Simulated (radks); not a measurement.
Values are calculated unless marked as measured or tabulated.
All-electron atom: Eu XVI in [Kr] 4d10 4f2. Level of theory: Dirac Kohn-Sham, LDA (Slater exchange, Perdew-Wang correlation), spin-unpolarised, spherical densities, finite nucleus; open shells are shared between the two j in proportion to 2j + 1; Fermi nuclear charge, rms radius 5.1115 fm (a radial shooting solver on a logarithmic mesh with Libxc functionals).

Radial electron density D(r) = 4 pi r^2 rho(r):

| r (bohr) | D(r) (e/bohr) |
|---|---|
| 0.001547 | 7.914 |
| 0.002031 | 12.07 |
| 0.002645 | 17.86 |
| 0.003472 | 26.10 |
| 0.004521 | 36.55 |
| 0.005886 | 49.22 |
| 0.007726 | 63.41 |
| 0.01006 | 75.97 |
| 0.0131 | 84.13 |
| 0.0172 | 85.26 |
| 0.02239 | 80.20 |
| 0.02916 | 75.56 |
| 0.03827 | 80.67 |
| 0.04983 | 96.80 |
| 0.06541 | 110.3 |
| 0.08517 | 103.9 |
| 0.1109 | 86.86 |
| 0.1456 | 86.97 |
| 0.1895 | 97.31 |
| 0.2468 | 79.68 |
| 0.324 | 44.95 |
| 0.4218 | 39.33 |
| 0.5493 | 44.23 |
| 0.721 | 28.59 |
| 0.9388 | 9.494 |
| 1.232 | 1.453 |
| 1.605 | 0.1085 |
| 2.089 | 0.003508 |

D(r) has 4 maxima, at r = 0.0156, 0.0692, 0.191, 0.524 bohr, and minima at 0.0301, 0.127, 0.383 bohr, inside which lie 2.02, 11.26, 29.19 electrons.
